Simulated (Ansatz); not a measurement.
A search over several starts for the lowest SCF solution of the cluster BeF₃ at the given spin, in a small basis.

```yaml
crystal:
  periodic: [false, false, false]
  atoms:
    - {symbol: Be, position_ang: [0.000028, -0.000025, -0.000029]}
    - {symbol: F, position_ang: [0.158471, 1.458222, 0.172804]}
    - {symbol: F, position_ang: [-1.246490, -0.663675, 0.432649]}
    - {symbol: F, position_ang: [1.087991, -0.794511, -0.605424]}
basis:
  gaussian: {orbitals: def2-SVP}
magnetization: {spin_polarized: true, initial_magnetization: 1}
hamiltonian: {xc: pbe0, dispersion: d4}
output: {orbitals: {seedname: orbitals}}
```

```sh
$ ansatz run in.yaml --threads 4 --pin off --events-out ev --progress --plain --max-ram 3916MiB
```

It prints (some lines left out):

```
Functional definition: PBE0
506 factors; integrals over basis functions are off by at most 3.0e-4 eV
mean field evaluation 1: about -8536.0520 eV, gradient 2.3e1 eV
mean field evaluation 2: about -8535.4271 eV, gradient 2.8e1 eV
mean field evaluation 4: about -8537.6515 eV, gradient 4.9e-1 eV
mean field evaluation 8: about -8537.7689 eV, gradient 5.4e-2 eV
mean field evaluation 16: about -8537.7689 eV, gradient 3.1e-4 eV
mean field evaluation 32: about -8536.9189 eV, gradient 4.9e0 eV
mean field -8537.76889699 eV, -313.7572198568 hartree, gradient 2.5e-5 eV, S^2 0.756476; 6 other end points of the search recorded, 0 dependent functions left out
reference -8537.76893136 eV, -313.7572211199 hartree; 16, 15 occupied and 35, 36 virtual orbitals, 506 factors
Total energy: -8537.79737156 eV, -313.7582662780 hartree
```

It took 0.9 s on 4 threads of Arm Neoverse V1 on a shared host.

The structure comes from a short search, and lower isomers may exist.
